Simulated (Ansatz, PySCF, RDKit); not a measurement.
Noncovalent pair: C2H2 (SMILES C#C) (first 4 atoms) with C2H6 (SMILES CC); geometry from B3LYP-D3(BJ)/def2-TZVP, rigid monomers moved along the line of their centres of mass till H4···C5 is 2.60 Å.
(charge 0, multiplicity 1):
```xyz
12

C      0.42230    -0.24328    -0.58114
C     -0.33587     0.00521     0.31109
H      1.09553    -0.46376    -1.37326
H     -1.00566     0.22474     1.10642
C     -0.75211     0.24885     3.68942
C      0.71929    -0.15492     3.66597
H     -0.91452     1.19056     3.15969
H     -1.11303     0.38525     4.71064
H     -1.38090    -0.51284     3.22229
H      1.07799    -0.29050     2.64427
H      0.87927    -1.09332     4.20037
H      1.34442     0.60525     4.13836
```

Monomers are frozen at their geometry in the pair; levels with a basis set take the counterpoise correction. RDKit's UFF carries no charges.

Correlated levels freeze the cores.

Programs: Ansatz (Gaussian basis) for Hartree–Fock, density functionals and correlated methods; PySCF for the dispersion terms; RDKit for the force fields. 

| level | interaction energy (meV) |
|---|---|
| MMFF94 | 80.9 |
| UFF | 49.8 |
| HF/aug-cc-pVDZ | 82.6 |
| PBE-D3(BJ)/def2-TZVPPD | -40.1 |
| PBE-D4/def2-TZVPPD | -35.2 |
| r2SCAN-D3(BJ)/def2-TZVPPD | -25.9 |
| MP2/aug-cc-pVDZ | -15.9 |
| SCS-MP2/aug-cc-pVDZ | (withheld) |
| CCSD(T)/aug-cc-pVDZ | (withheld) |

What belongs in the gaps?


- SCS-MP2/aug-cc-pVDZ, interaction energy (meV): 9.3
- CCSD(T)/aug-cc-pVDZ, interaction energy (meV): -8.5

Ansatz is a quantum-chemistry and plane-wave program.
